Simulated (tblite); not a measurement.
Record of a relaxation.

C₄H₁₃FGeSi₂.
Atom-mapped SMILES: `[F:1][C@@H:2]1[CH2:3][C@@H:4]1[SiH2:5][GeH2:6][CH2:7][SiH3:8]` (hydrogens: H9 on C2; H10, H11 on C3; H12 on C4; H13, H14 on Si5; H15, H16 on Ge6; H17, H18 on C7; H19, H20, H21 on Si8)

Computed with GFN2-xTB (tblite), gas phase: L-BFGS steps from a force-field or distance-geometry start until the largest atomic force falls under 0.01 eV/Å. 8 of its 212 geometries are shown.

Step 0: E = -687.3262 eV, largest atomic force 1.590 eV/Å
```
atom  x, y, z in Å  |  force x, y, z in eV/Å
F1     -2.187   -1.105   -1.420   -0.609  -0.133   0.632
C2     -2.994   -0.610   -0.421   -0.914   0.750   0.777
C3     -2.990    0.899   -0.265   -1.124   0.052  -1.123
C4     -2.394    0.052    0.790   -0.871  -0.572   1.166
Si5    -0.578    0.034    1.120    0.950   0.416   0.420
Ge6     0.720   -0.170   -0.762    0.045   0.175  -0.729
C7      2.451   -0.886   -0.188   -0.053  -0.579   0.691
Si8     3.585    0.480    0.445    0.387  -0.003   0.087
H9     -3.963   -1.129   -0.219    1.066   0.014  -0.835
H10    -2.357    1.386   -1.032   -0.437  -0.056   0.869
H11    -3.991    1.353   -0.059    1.139  -0.150  -0.375
H12    -3.037   -0.053    1.713    0.686   0.068  -1.006
H13    -0.200    1.307    1.779   -0.199  -0.168   0.021
H14    -0.205   -1.048    2.040   -0.198  -0.044   0.090
H15     1.049    1.221   -1.406   -0.288  -0.615  -0.015
H16     0.167   -1.139   -1.799    0.296   0.353  -0.094
H17     2.232   -1.516    0.718    0.272   0.155  -0.897
H18     2.925   -1.515   -0.959   -0.148   0.265   0.440
H19     3.693    1.585   -0.501   -0.049   0.102  -0.070
H20     4.915   -0.102    0.608    0.151  -0.028   0.034
H21     3.151    0.972    1.759   -0.103   0.001  -0.085
```

Step 30: E = -687.7854 eV, largest atomic force 0.099 eV/Å
```
atom  x, y, z in Å  |  force x, y, z in eV/Å
F1     -2.191   -1.179   -1.216    0.027   0.000  -0.095
C2     -3.066   -0.574   -0.352    0.015  -0.067   0.065
C3     -3.040    0.908   -0.265   -0.010  -0.012  -0.044
C4     -2.485    0.069    0.858   -0.031   0.081   0.020
Si5    -0.612    0.034    1.119    0.014   0.012   0.020
Ge6     0.734   -0.237   -0.773   -0.002   0.013  -0.059
C7      2.524   -0.869   -0.204   -0.020  -0.056  -0.018
Si8     3.665    0.477    0.474   -0.014   0.002   0.013
H9     -3.987   -1.139   -0.326   -0.076   0.001   0.015
H10    -2.333    1.422   -0.898    0.011   0.021  -0.031
H11    -3.980    1.424   -0.137    0.032   0.015   0.013
H12    -3.093    0.014    1.752    0.011  -0.028  -0.012
H13    -0.301    1.317    1.764    0.009   0.014   0.051
H14    -0.366   -1.053    2.073    0.000  -0.024   0.064
H15     0.950    1.081   -1.496   -0.026  -0.005  -0.015
H16     0.293   -1.151   -1.886   -0.017  -0.013   0.008
H17     2.383   -1.643    0.554    0.034  -0.004  -0.028
H18     3.010   -1.353   -1.051    0.019  -0.005  -0.007
H19     3.767    1.569   -0.491    0.019   0.049  -0.036
H20     4.997   -0.086    0.706    0.041  -0.020   0.015
H21     3.123    0.986    1.735   -0.036   0.027   0.062
```

Step 60: E = -687.8156 eV, largest atomic force 0.119 eV/Å
```
atom  x, y, z in Å  |  force x, y, z in eV/Å
F1     -2.224   -1.224   -1.169   -0.039   0.037   0.043
C2     -3.056   -0.538   -0.318   -0.023   0.037  -0.050
C3     -2.933    0.945   -0.300   -0.019  -0.029  -0.075
C4     -2.443    0.128    0.866    0.011  -0.046   0.012
Si5    -0.588   -0.014    1.193    0.097  -0.051  -0.047
Ge6     0.688   -0.351   -0.749    0.004  -0.062  -0.005
C7      2.581   -0.803   -0.359   -0.011   0.000  -0.006
Si8     3.587    0.523    0.541    0.001  -0.001  -0.011
H9     -4.018   -1.035   -0.276    0.025   0.006   0.021
H10    -2.192    1.371   -0.961    0.022   0.027   0.010
H11    -3.830    1.537   -0.199   -0.011   0.004  -0.010
H12    -3.071    0.142    1.746   -0.055   0.014   0.071
H13    -0.237    1.240    1.877    0.023  -0.020  -0.002
H14    -0.429   -1.128    2.140    0.001   0.031  -0.001
H15     0.696    0.863   -1.660   -0.006   0.013   0.013
H16     0.242   -1.456   -1.671   -0.016  -0.010  -0.023
H17     2.579   -1.723    0.231    0.030   0.038  -0.025
H18     3.068   -1.045   -1.307    0.000  -0.001   0.079
H19     3.829    1.649   -0.365   -0.035   0.016   0.029
H20     4.882   -0.037    0.944   -0.009  -0.006   0.004
H21     2.862    0.972    1.736    0.009   0.001  -0.026
```

Step 90: E = -687.8362 eV, largest atomic force 0.049 eV/Å
```
atom  x, y, z in Å  |  force x, y, z in eV/Å
F1     -2.271   -1.209   -1.138    0.027  -0.031  -0.022
C2     -3.054   -0.464   -0.291    0.014  -0.011  -0.002
C3     -2.826    1.003   -0.294    0.002   0.010   0.010
C4     -2.385    0.167    0.881   -0.013  -0.002   0.004
Si5    -0.538   -0.122    1.167   -0.012   0.009   0.007
Ge6     0.666   -0.517   -0.802    0.002   0.000  -0.015
C7      2.592   -0.783   -0.406   -0.005   0.002   0.019
Si8     3.443    0.587    0.584   -0.003   0.018  -0.014
H9     -4.041   -0.905   -0.228   -0.009   0.026  -0.019
H10    -2.055    1.361   -0.961   -0.009   0.032  -0.004
H11    -3.675    1.664   -0.197   -0.007  -0.003   0.001
H12    -3.004    0.236    1.767    0.016   0.012   0.008
H13    -0.063    1.103    1.829   -0.026  -0.030   0.007
H14    -0.451   -1.236    2.121    0.013  -0.003   0.009
H15     0.564    0.656   -1.760    0.001  -0.011  -0.010
H16     0.276   -1.694   -1.663   -0.017   0.017   0.029
H17     2.673   -1.719    0.150    0.034  -0.034   0.007
H18     3.131   -0.934   -1.342   -0.003  -0.019  -0.006
H19     3.590    1.779   -0.252   -0.007   0.028  -0.009
H20     4.773    0.125    1.002   -0.024   0.008  -0.006
H21     2.647    0.918    1.772    0.026  -0.018   0.006
```

Step 121: E = -687.8707 eV, largest atomic force 0.091 eV/Å
```
atom  x, y, z in Å  |  force x, y, z in eV/Å
F1     -2.159   -1.000   -1.272   -0.018   0.000  -0.011
C2     -2.975   -0.298   -0.413    0.011   0.012  -0.032
C3     -2.685    1.152   -0.253    0.024  -0.043   0.009
C4     -2.366    0.183    0.858    0.022  -0.005   0.019
Si5    -0.570   -0.271    1.242    0.040  -0.028  -0.026
Ge6     0.659   -0.765   -0.692    0.000   0.055   0.073
C7      2.622   -0.804   -0.400    0.007   0.039   0.002
Si8     3.311    0.702    0.516    0.005   0.002  -0.049
H9     -3.980   -0.698   -0.466   -0.004   0.049  -0.015
H10    -1.855    1.542   -0.825   -0.028   0.007  -0.002
H11    -3.512    1.839   -0.141    0.031  -0.033  -0.016
H12    -3.037    0.206    1.706   -0.054  -0.012   0.036
H13    -0.048    0.871    2.002    0.023   0.021  -0.004
H14    -0.640   -1.425    2.149   -0.009   0.001   0.012
H15     0.434    0.224   -1.815   -0.022  -0.013   0.002
H16     0.324   -2.096   -1.309   -0.039  -0.056  -0.059
H17     2.887   -1.702    0.159   -0.044  -0.034   0.041
H18     3.107   -0.904   -1.371    0.017   0.037  -0.005
H19     2.974    1.943   -0.191   -0.005  -0.031   0.012
H20     4.771    0.577    0.591   -0.007   0.021   0.034
H21     2.731    0.739    1.866    0.049   0.013  -0.021
```

Step 151: E = -687.8807 eV, largest atomic force 0.018 eV/Å
```
atom  x, y, z in Å  |  force x, y, z in eV/Å
F1     -2.138   -0.937   -1.340   -0.002  -0.009  -0.004
C2     -2.954   -0.257   -0.466    0.004  -0.006  -0.001
C3     -2.633    1.171   -0.214    0.000   0.006   0.002
C4     -2.376    0.136    0.851    0.001  -0.010   0.001
Si5    -0.586   -0.330    1.255    0.003   0.008   0.016
Ge6     0.650   -0.808   -0.673    0.001   0.001   0.001
C7      2.607   -0.827   -0.344    0.005   0.003   0.000
Si8     3.286    0.740    0.473    0.009  -0.008  -0.008
H9     -3.971   -0.610   -0.573   -0.006  -0.001  -0.001
H10    -1.777    1.574   -0.736    0.010   0.009   0.000
H11    -3.448    1.869   -0.096   -0.007   0.009  -0.001
H12    -3.076    0.123    1.677   -0.001   0.000   0.001
H13    -0.051    0.826    1.989    0.003  -0.011   0.002
H14    -0.662   -1.468    2.182   -0.005   0.003  -0.006
H15     0.430    0.187   -1.791   -0.004  -0.001   0.004
H16     0.321   -2.136   -1.316    0.002   0.000  -0.008
H17     2.852   -1.688    0.281    0.001  -0.001   0.003
H18     3.115   -0.988   -1.296   -0.004  -0.001   0.001
H19     2.779    1.938   -0.202    0.002   0.001  -0.014
H20     4.751    0.730    0.400   -0.001   0.004   0.002
H21     2.871    0.771    1.880   -0.012   0.004   0.009
```

Step 181: E = -687.8845 eV, largest atomic force 0.039 eV/Å
```
atom  x, y, z in Å  |  force x, y, z in eV/Å
F1     -2.121   -0.922   -1.349   -0.001   0.015  -0.005
C2     -2.929   -0.226   -0.479   -0.005  -0.015   0.000
C3     -2.563    1.184   -0.186   -0.009  -0.006  -0.037
C4     -2.369    0.116    0.860    0.003   0.008   0.013
Si5    -0.605   -0.420    1.290    0.000  -0.007  -0.006
Ge6     0.644   -0.829   -0.649   -0.024   0.003   0.028
C7      2.601   -0.832   -0.321    0.003  -0.004  -0.003
Si8     3.254    0.790    0.403   -0.010   0.007   0.007
H9     -3.955   -0.539   -0.618   -0.024   0.002   0.009
H10    -1.682    1.566   -0.681    0.011   0.016   0.009
H11    -3.356    1.908   -0.073    0.006  -0.006   0.003
H12    -3.090    0.111    1.667   -0.001  -0.005   0.020
H13    -0.058    0.681    2.097   -0.001  -0.010  -0.008
H14    -0.738   -1.595    2.163    0.001  -0.002  -0.019
H15     0.414    0.214   -1.719    0.008  -0.011  -0.015
H16     0.320   -2.130   -1.347    0.015   0.010   0.010
H17     2.852   -1.652    0.353   -0.008  -0.006   0.001
H18     3.107   -1.045   -1.263    0.016   0.011   0.003
H19     2.811    1.927   -0.411    0.008  -0.004  -0.005
H20     4.720    0.764    0.436   -0.005  -0.005   0.001
H21     2.735    0.946    1.767    0.016   0.009  -0.004
```

Step 211: E = -687.8888 eV, largest atomic force 0.009 eV/Å
```
atom  x, y, z in Å  |  force x, y, z in eV/Å
F1     -2.146   -0.889   -1.355   -0.001   0.000   0.001
C2     -2.931   -0.180   -0.475   -0.001   0.004  -0.002
C3     -2.505    1.206   -0.149    0.001   0.001   0.001
C4     -2.365    0.107    0.874   -0.001   0.001  -0.003
Si5    -0.636   -0.539    1.290    0.000   0.003   0.009
Ge6     0.645   -0.849   -0.643    0.000   0.000  -0.002
C7      2.594   -0.816   -0.272    0.003   0.001  -0.002
Si8     3.231    0.862    0.331    0.003  -0.007  -0.002
H9     -3.970   -0.442   -0.627    0.000  -0.003  -0.001
H10    -1.604    1.563   -0.627    0.003   0.000   0.002
H11    -3.266    1.961   -0.023   -0.002  -0.003   0.002
H12    -3.088    0.115    1.680    0.002  -0.001   0.001
H13    -0.058    0.449    2.211   -0.001   0.000  -0.004
H14    -0.839   -1.787    2.038   -0.001  -0.002   0.000
H15     0.413    0.187   -1.719   -0.002   0.003  -0.004
H16     0.364   -2.154   -1.352   -0.002  -0.001   0.001
H17     2.827   -1.581    0.469    0.003   0.004   0.004
H18     3.128   -1.096   -1.180    0.001   0.002   0.001
H19     2.891    1.908   -0.638   -0.002   0.001  -0.002
H20     4.688    0.804    0.485    0.000  -0.001   0.002
H21     2.620    1.188    1.625   -0.002  -0.001   0.001
```

Problem. Summarise the path.

Solution. The energy falls by 54.28 kJ/mol from step 0 to step 211; nine tenths of that is first reached at step 84. It falls at every step. The largest force goes from 1.590 to 0.009 eV/Å. Among the bonds Ge6–H15 changes most, from 1.568 to 1.511 Å; the atoms move by 0.739 Å rms after alignment.

Problem. Follow the three bonds and two angles with the largest change from start to end.

Solution. 
```csv
step,E above end (kJ/mol),largest force (eV/Å),Ge6–H15 (Å),C4–H12 (Å),C4–Si5 (Å),F1–C2–H9 (°),C4–C2–H9 (°)
0,54.28,1.590,1.568,1.130,1.846,118.2,113.9
9,14.39,0.301,1.522,1.079,1.894,108.3,122.2
18,11.45,0.122,1.524,1.082,1.892,109.5,122.2
28,10.27,0.098,1.521,1.083,1.892,109.3,122.6
37,9.07,0.121,1.525,1.085,1.897,109.7,122.8
46,8.38,0.056,1.519,1.084,1.895,109.4,122.2
55,7.70,0.089,1.523,1.085,1.896,109.2,122.5
64,6.73,0.076,1.519,1.085,1.896,109.5,122.3
73,5.98,0.070,1.519,1.083,1.894,109.4,122.5
83,5.45,0.035,1.519,1.083,1.891,109.6,122.5
92,4.94,0.082,1.522,1.083,1.890,109.4,122.5
101,4.38,0.050,1.519,1.082,1.892,109.8,122.7
110,3.65,0.111,1.512,1.083,1.891,109.3,122.9
119,2.07,0.099,1.512,1.083,1.892,109.4,122.4
128,1.15,0.033,1.512,1.083,1.895,109.4,122.7
138,0.92,0.027,1.512,1.083,1.894,109.3,122.5
147,0.81,0.021,1.512,1.083,1.893,109.5,122.5
156,0.76,0.015,1.512,1.083,1.893,109.4,122.4
165,0.68,0.021,1.513,1.082,1.893,109.6,122.3
174,0.53,0.055,1.512,1.083,1.894,109.3,122.7
183,0.37,0.039,1.512,1.083,1.893,109.3,122.5
193,0.14,0.026,1.511,1.083,1.892,109.4,122.5
202,0.05,0.017,1.512,1.083,1.893,109.4,122.5
211,0.00,0.009,1.511,1.083,1.892,109.4,122.6
```

What follows is the cost of the whole relaxation. Time: 3.8 s wall. Hardware: one thread of an Arm Neoverse N1 (shared host).
